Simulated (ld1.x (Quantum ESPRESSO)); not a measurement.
**Transferability test, ultrasoft potential for nitrogen (N)**

* Element: N (Z = 7)
* Generator: ld1.x (Quantum ESPRESSO) 7.5
* Type: ultrasoft
* Functional: PW91
* Relativity: scalar-relativistic
* Frozen core: [He]
* Valence charge: 5
* Reference configuration: 2s1 2p4
* Partial waves: 2s (bound): rcut 1.00, rcutus 1.25 bohr; 2s channel at 0.1 Ry: rcut 1.00, rcutus 1.25 bohr; 2p (bound): rcut 2.10, rcutus 2.55 bohr; 2p channel at 1.25 Ry: rcut 2.10, rcutus 2.55 bohr
* Local potential: all-electron potential smoothed inside 1.00 bohr (lloc = -1)
* Core correction: a·sin(br)/r model core inside 0.60 bohr
* Augmentation charge: PSQ, radius 0.90 bohr

Energies are relative to the spin-unpolarised reference configuration 2s1 2p4; without spin polarisation the order of configurations can differ from experiment.

```
valence configuration  charge  ΔE all-electron (eV)  error AE − PS (meV)
              2s2 2p3       0               -11.483                 +0.9
              2s2 2p2      +1                 2.189                 -9.1
              2s2 2p1      +2                31.143                  -46
              2s2 2p0      +3                78.332                  -25
              2s1 2p0      +4               156.232                  +99
              2s0 2p5       0                11.509                 +1.1
```

Task: What are ΔE and the potential's error for 2s2 2p2.5?

Result: ΔE = -6.352 eV all-electron; the error (AE − PS) is -1.4 meV.

Levels in the configuration 2s0 2p5:

```json
{"level": "2p", "all-electron (eV)": "-7.954", "pseudo (eV)": "-7.953"}
```

ld1.x printed “convergence not achieved” for 2 of the counted tests; their residual had stalled under 1e-8, short of the target of 1e-14.
